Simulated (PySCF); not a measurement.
Isomers of [C7H14P]+ and their computed core-level spectra.

Computed, not measured: delta-SCF UKS SCAN, pcX-2 on the ionised atom, pcseg-1 elsewhere, spin-free X2C (PySCF 2.14.0). Geometries: PBE0-D3(BJ)/def2-SVP; isolated species, one conformer each.

Line lists (1s up to Mg, 2p3/2 beyond; areas count atoms within a level, one atom standing for each set equivalent by bonding):
1. C 1s: 293.78 (area 1), 294.44 (area 1), 294.49 (area 1), 294.94 (area 1), 294.94 (area 1), 295.91 (area 1), 296.78 (area 1) eV; P 2p3/2: 143.43 eV
2. C 1s: 295.04 (area 2), 295.04 (area 2), 295.34 (area 2), 295.48 (area 1) eV; P 2p3/2: 142.72 eV
3. C 1s: 294.24 (area 1), 294.60 (area 1), 294.63 (area 1), 295.18 (area 1), 295.19 (area 1), 295.33 (area 1), 295.56 (area 1) eV; P 2p3/2: 142.75 eV
4. C 1s: 294.21 (area 1), 294.28 (area 1), 294.66 (area 1), 295.35 (area 1), 295.35 (area 1), 295.55 (area 2) eV; P 2p3/2: 142.59 eV

Structures:
A. `C[PH+](C1CC1)C1CC1`
B. `C([PH2+]CC#C)CCC`
C. `CC1=CC[P+](C)(C)C1`
D. `C=C[P@@H+](C)C1CCC1`

Q: Match each list to its structure.

A: 
- 1 = B: another candidate has the same counts of sites, so positions decide. C 1s: 293.78 methyl carbon, 294.44 chain CH2 carbon, 294.49 terminal alkyne carbon, 294.94 alkyne carbon, 294.94 chain CH2 carbon, 295.91 sp3 carbon bound to phosphorus, 296.78 sp3 carbon bound to phosphorus; P 2p3/2: 143.43 phosphonium phosphorus.
- 2 = A: no other candidate has these counts of sites. C 1s: 295.04 three-membered-ring carbon (×2), 295.04 three-membered-ring carbon (×2), 295.34 sp3 carbon bound to phosphorus (×2), 295.48 sp3 carbon bound to phosphorus; P 2p3/2: 142.72 phosphonium phosphorus.
- 3 = D: another candidate has the same counts of sites, so positions decide. C 1s: 294.24 four-membered-ring carbon, 294.60 four-membered-ring carbon, 294.63 four-membered-ring carbon, 295.18 sp3 carbon bound to phosphorus, 295.19 terminal =CH2 carbon, 295.33 alkene CH carbon, 295.56 sp3 carbon bound to phosphorus; P 2p3/2: 142.75 phosphonium phosphorus.
- 4 = C: no other candidate has these counts of sites. C 1s: 294.21 alkene CH carbon, 294.28 allylic carbon, 294.66 fully substituted alkene carbon, 295.35 sp3 carbon bound to phosphorus, 295.35 sp3 carbon bound to phosphorus, 295.55 sp3 carbon bound to phosphorus (×2); P 2p3/2: 142.59 phosphonium phosphorus.

Spin–orbit and ligand-field terms were added within each 2p shell after the spin-free SCF. 2 of these hole states are spin-contaminated (⟨S²⟩ up to 0.86, against 0.75; counted from 0.85) and less certain.
